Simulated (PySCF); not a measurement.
Isomers of CH3BSi. All species are isolated molecules in the gas phase. Strings in code marks are SMILES.

Computed with PBE-D3(BJ)/def2-TZVP // B3LYP-D3(BJ)/def2-TZVP (PySCF). All candidates: neutral, multiplicity 1. Delta-SCF ions had no search for a lower state. Excitations are Tamm–Dancoff values on a coarser integration grid. The basis has no diffuse functions, so Rydberg states are missing or too high.

| Property | Result |
|---|---|
| HOMO–LUMO gap | 3.58 eV |
| T1 excitation (TDA) | 3.17 eV |
| vertical ionisation energy (Delta-SCF) | 9.24 eV |

**Question.** Which member has these values?
A. `B1=C[SiH2]1`
B. `B1C=[SiH]1`
C. `B=C=[SiH2]`

**Answer.** B, `B1C=[SiH]1`. The others give `B=C=[SiH2]`: 2.16 eV, 1.95 eV, 8.72 eV; `B1=C[SiH2]1`: 2.66 eV, 2.40 eV, 9.38 eV
